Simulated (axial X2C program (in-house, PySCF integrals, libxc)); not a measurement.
Outer orbitals of RuC at 1.610 Å, TPSSh

Calculated with an axial X2C code built on PySCF integrals. Spin-free means the one-electron spin-free X2C Hamiltonian; two-component (2c) means X2C with spin–orbit coupling and atomic mean-field two-electron Coulomb and Gaunt terms, so the difference of the two also holds small scalar two-electron terms. Basis: Ru dyall-cv3z [12s12p8d5f3g], C dyall-v3z [7s6p2d1f] (cores contracted in-house); Gaussian nuclei, density fitting, unrestricted open shells. Masses: Ru 101.904 u, C 12.000 u.

The distance is close to the 2c PBE0 minimum; the highest filled and lowest empty levels are listed.

Spin-free orbitals, state M_S = 0, Λ = 0 (closed shell) (Löwdin shares):

```json
{"symmetry": "σα", "occupied": "yes", "ε (eV)": "-13.65", "atomic character": "52% C s, 26% Ru d, 10% Ru s"}
{"symmetry": "π-α", "occupied": "yes", "ε (eV)": "-7.08", "atomic character": "61% Ru d, 35% C p"}
{"symmetry": "π+α", "occupied": "yes", "ε (eV)": "-7.08", "atomic character": "61% Ru d, 35% C p"}
{"symmetry": "σα", "occupied": "yes", "ε (eV)": "-6.78", "atomic character": "43% Ru d, 34% C p, 11% C s"}
{"symmetry": "δ+α", "occupied": "yes", "ε (eV)": "-4.22", "atomic character": "99% Ru d"}
{"symmetry": "δ-α", "occupied": "yes", "ε (eV)": "-4.22", "atomic character": "99% Ru d"}
{"symmetry": "σα", "occupied": "no", "ε (eV)": "-2.95", "atomic character": "61% Ru s, 16% C p, 14% Ru p"}
{"symmetry": "π-α", "occupied": "no", "ε (eV)": "-1.30", "atomic character": "47% Ru p, 27% C p, 22% Ru d"}
{"symmetry": "π+α", "occupied": "no", "ε (eV)": "-1.30", "atomic character": "47% Ru p, 27% C p, 22% Ru d"}
{"symmetry": "σα", "occupied": "no", "ε (eV)": "-0.28", "atomic character": "37% Ru p, 29% C p, 19% Ru d"}
```

One partner of each degenerate Kramers or spin pair is listed.

The lowest two-component determinant found has another configuration (Ω = 3 (⟨Sz⟩ = 1.00, ⟨Lz⟩ = 2.00 at TPSSh)), so the levels differ by more than spin–orbit coupling. Its spinors:

```csv
ω,occupied,ε (eV),atomic character,λ mixture
-1/2,yes,-14.93,"50% C s, 27% Ru d, 10% Ru p",100% σ
1/2,yes,-14.84,"49% C s, 29% Ru d, 9% Ru s",100% σ
-1/2,yes,-8.78,"69% Ru d, 27% C p","99% π, 1% σ"
3/2,yes,-8.69,"68% Ru d, 27% C p",100% π
1/2,yes,-8.43,"57% Ru d, 32% C p, 4% C s","74% π, 26% σ"
-3/2,yes,-8.27,"60% Ru d, 35% C p","99% π, 1% δ"
1/2,yes,-8.24,"49% Ru d, 31% C p, 10% C s","74% σ, 26% π"
-1/2,yes,-7.63,"42% Ru d, 34% C p, 12% C s","99% σ, 1% π"
-3/2,yes,-7.06,99% Ru d,"99% δ, 1% π"
5/2,yes,-6.82,99% Ru d,100% δ
3/2,yes,-5.62,99% Ru d,100% δ
1/2,yes,-4.97,"54% Ru s, 26% C p, 11% Ru p",100% σ
-5/2,no,-3.91,99% Ru d,100% δ
-1/2,no,-3.10,"58% Ru s, 21% C p, 10% Ru d",100% σ
-1/2,no,-2.54,"42% Ru p, 35% C p, 19% Ru d",100% π
3/2,no,-2.42,"41% Ru p, 35% C p, 19% Ru d",100% π
```

(1) How does the gap between the highest filled and lowest empty level change from the spin-free to the 2c table?

Mulliken charges and populations of the two-component result (they depend on the basis, above all on diffuse functions):

Ru 0.11 e (s 8.81 p 18.14 d 16.92 f 0.02), C -0.11 e (s 3.77 p 2.25 d 0.07 f 0.01). ⟨Lz⟩ = 2.00 ħ and ⟨Sz⟩ = 1.00 ħ (1.03 and -0.03 on the two atoms), which add up to Ω.

Occupations by symmetry block were frozen at the best pattern of an incomplete PBE0 search. Density functionals use the spin component along the axis (collinear). Other states lie close and PBE0, whose exact exchange favours high spin, may order them wrongly; the determinant shown need not be the ground state. The nearest other spin-free determinant of the search, M_S = 1, Λ = 2, lies 0.07 eV up at the distance of the search. Without a current term, density functionals place determinants with orbital angular momentum somewhat too high. With several unpaired electrons one determinant need not be a pure state. A state of lower Ω lies just above, and one determinant can place such states too high, so the state shown need not be the lowest. The search has Ω = 0 only 0.04 eV up.

Answers

(1) From 1.27 to 1.06 eV at TPSSh, a change of -0.21 eV.
